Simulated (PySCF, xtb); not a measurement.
C2H5N3Si, SMILES N[SiH]1N=CC=N1. One conformer was computed; it need not be the lowest.

Harmonic wavenumbers (cm⁻¹) from GFN2-xTB (xtb) at its own minimum, in rising order: 125, 142, 188, 369, 420, 507, 527, 546, 635, 657, 756, 799, 841, 882, 917, 928, 945, 1210, 1235, 1505, 1623, 1665, 2400, 3018, 3026, 3476, 3521.

Q: What does PBE-D3(BJ)/def2-SVP in PySCF give at its own minimum? (The exact figures need the calculation; the answer reports its results.)

A: 118, 163, 246, 374, 405, 459, 504, 612, 666, 686, 743, 837, 851, 864, 884, 914, 979, 1264, 1283, 1488, 1576, 1644, 2204, 2975, 2992, 3499, 3597. Paired by order, the mean absolute difference is 38 cm⁻¹ and the zero-point energies are 47.0 and 46.9 kcal/mol.
